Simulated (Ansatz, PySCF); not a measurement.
Gas-phase reaction R1 → P1 + 0.5 P2, each structure at its B3LYP-D3(BJ)/def2-TZVP stationary point, reached from a drawn start (curvature not checked).
P1: H2O (SMILES O), charge 0, multiplicity 1.
P2: O2 (SMILES O=O), charge 0, multiplicity 3.
R1: H2O2 (SMILES OO), charge 0, multiplicity 1.

P less R. No zero-point or thermal terms; singlets are restricted closed shells; open shells are unrestricted; no spin–orbit coupling.

Cores are frozen in the correlated methods.

Codes used: Ansatz (a first-principles code) with Gaussian orbitals; PySCF for the D3/D4 terms. All values are computed, each at the level named.

| level | reaction energy (kcal/mol) |
|---|---|
| HF/cc-pVTZ | -36.95 |
| PBE/def2-TZVPP | -23.39 |
| BLYP-D3(BJ)/def2-TZVPP | -23.67 |
| BLYP-D4/def2-TZVPP | -23.59 |
| B97M-V/def2-TZVPP | -23.67 |
| SCS-MP2/cc-pVDZ | -23.41 |
| SCS-MP2/cc-pVTZ | -21.58 |
| CCSD(T)/cc-pVTZ | -23.91 |
| CCSD(T)/cc-pVQZ | … |

Problem. What belongs in the gaps?

Solution. 
- CCSD(T)/cc-pVQZ, reaction energy (kcal/mol): -24.18
